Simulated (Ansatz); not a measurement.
Relaxation of C$_{4}$H$_{10}$OSi (16 atoms, charge 0, multiplicity 1), to a largest force component of 0.015 eV/Å in at most 40 steps.

Theory: RKS PBE0/cc-pVDZ in Ansatz.

```xyz
16
Properties=species:S:1:pos:R:3
C 0.140 -2.165 -0.865
C -0.685 -1.092 -0.508
C -0.285 0.335 -0.195
C 1.295 0.653 -0.530
O -1.060 1.151 -1.066
Si -0.573 0.706 1.747
H -0.327 -3.083 -1.098
H 1.207 -2.025 -0.984
H -1.753 -1.249 -0.413
H 1.926 0.043 0.085
H 1.442 1.700 -0.326
H 1.437 0.475 -1.574
H -0.830 2.108 -0.943
H -0.340 2.147 2.011
H 0.360 -0.136 2.580
H -1.977 0.411 2.124
```

Task: Where does it end, and by what steps?

Result: It converged. After 12 steps the energy has fallen by 0.516 eV; H8 moved furthest, 0.42 Å.

```json
{"step": "0", "energy less start (eV)": "0.0000", "largest force component (eV/Å)": "4.116", "accepted": "yes"}
{"step": "1", "energy less start (eV)": "-0.3989", "largest force component (eV/Å)": "1.755", "accepted": "yes"}
{"step": "2", "energy less start (eV)": "-0.4375", "largest force component (eV/Å)": "1.170", "accepted": "yes"}
{"step": "3", "energy less start (eV)": "-0.4776", "largest force component (eV/Å)": "0.742", "accepted": "yes"}
{"step": "4", "energy less start (eV)": "-0.4553", "largest force component (eV/Å)": "0.630", "accepted": "no"}
{"step": "5", "energy less start (eV)": "-0.5073", "largest force component (eV/Å)": "0.259", "accepted": "yes"}
{"step": "6", "energy less start (eV)": "-0.5102", "largest force component (eV/Å)": "0.112", "accepted": "yes"}
{"step": "7", "energy less start (eV)": "-0.5152", "largest force component (eV/Å)": "0.055", "accepted": "yes"}
{"step": "8", "energy less start (eV)": "-0.5157", "largest force component (eV/Å)": "0.031", "accepted": "yes"}
{"step": "9", "energy less start (eV)": "-0.5161", "largest force component (eV/Å)": "0.020", "accepted": "yes"}
{"step": "10", "energy less start (eV)": "-0.5162", "largest force component (eV/Å)": "0.019", "accepted": "yes"}
{"step": "11", "energy less start (eV)": "-0.5163", "largest force component (eV/Å)": "0.019", "accepted": "yes"}
{"step": "12", "energy less start (eV)": "-0.5163", "largest force component (eV/Å)": "0.012", "accepted": "yes"}
```

```xyz
16
Properties=species:S:1:pos:R:3
C 0.105 -2.110 -0.694
C -0.660 -1.023 -0.577
C -0.212 0.366 -0.235
C 1.236 0.656 -0.606
O -1.104 1.242 -0.938
Si -0.540 0.617 1.654
H -0.340 -3.084 -0.909
H 1.191 -2.079 -0.572
H -1.746 -1.105 -0.707
H 1.937 -0.006 -0.076
H 1.506 1.693 -0.344
H 1.377 0.524 -1.690
H -0.870 2.147 -0.692
H -0.396 2.088 1.945
H 0.432 -0.147 2.503
H -1.940 0.199 1.983
```

Time of the run: 87 s on 2 threads of Intel(R) Xeon(R) Platinum 8259CL CPU @ 2.50GHz (Skylake/Cascade Lake), with other jobs on the host, peak memory 0.41 GiB.
